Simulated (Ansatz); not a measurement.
Reaction (SMILES): [SiH2]=C (CH2-SiH2) → C atom + 4 H atom + Si atom
B3LYP-D3(BJ)/def2-TZVP geometries, fixed; electronic energies without zero-point terms.

Basis-set convergence of the atomisation energy at PBE with Ansatz (an electronic-structure program). Cartesian d functions, on some or all atoms, in 6-311G**, 6-311+G**; all else is spherical. The program fits the integrals of some runs and decomposes those of others, by size. Open shells are unrestricted. No added dispersion term, no relativity. Functions are those of the species that has most. Reference: the value in aug-pcseg-3, 461.39 kcal/mol, itself unsure by roughly 0.31 kcal/mol (its mean distance from aug-cc-pV(Q+d)Z, cc-pV(5+d)Z, def2-QZVPPD).

| basis | functions | atomisation energy (kcal/mol) |
|---|---|---|
| STO-3G | 18 | ___ |
| 3-21G | 30 | 449.94 |
| 6-31G | 30 | 442.84 |
| def2-SV(P) | 40 | 454.46 |
| def2-SVP | 52 | ___ |
| pcseg-1 | 52 | 454.98 |
| cc-pV(D+d)Z | 57 | 454.82 |
| 6-311G** | 69 | 457.80 |
| 6-311+G** | 77 | ___ |
| def2-TZVP | 92 | ___ |
| pcseg-2 | 120 | 460.89 |
| def2-TZVPPD | 153 | 461.61 |
| 6-311++G(3df,3pd) | 158 | 461.09 |
| aug-pcseg-2 | 188 | 460.99 |
| cc-pV(Q+d)Z | 239 | 462.06 |
| pcseg-3 | 256 | 461.38 |
| aug-pcseg-3 | 370 | 461.39 |
| cc-pV(5+d)Z | 411 | 461.63 |

**Question.** Fill in the missing entries.

**Answer.** 
- STO-3G, atomisation energy (kcal/mol): 593.35
- def2-SVP, atomisation energy (kcal/mol): 460.11
- 6-311+G**, atomisation energy (kcal/mol): 457.15
- def2-TZVP, atomisation energy (kcal/mol): 460.78
